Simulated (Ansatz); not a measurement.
Reaction (hydrogenolysis of a Mg–F bond): `[F][Mg][O][SiH3]` + H₂ → `[MgH][O][SiH3]` + H–F

Gas-phase electronic energies from Ansatz, PBE0-D4/def2-TZVP geometries. CCSD(T)/CBS is the MP2 limit (def2-TZVPP, def2-QZVPP) plus CCSD(T) − MP2 in def2-TZVPP, frozen cores. This one scheme is used for every species. Functionals use def2-TZVPP. HSE06 is defined as in plane-wave codes. For Mg outer-core shells are correlated without core-valence functions, which leaves a few kJ/mol of doubt a bond. Each species was taken in one conformer, which may not be the lowest.

| level | ΔE (kcal/mol) |
| --- | --- |
| HSE06 | 34.1 |
| CAM-B3LYP | 36.4 |

**Question.** What does CCSD(T)/CBS give? (Best estimate.)

**Answer.** The calculation gave: +37.0 kcal/mol. The listed levels differ from it by -2.9, -0.6 kcal/mol.

Largest T1 diagnostic among the species: 0.012.

In def2-TZVPP, CCSD(T) changes the Hartree–Fock value by +1.5 kcal/mol (the triples alone add +0.3 kcal/mol) and MP2 by +4.1 kcal/mol. From r2SCAN to r2SCAN0 (25 % exact exchange), in def2-TZVPP and without D4, ΔE moves by −1.5 kcal/mol.
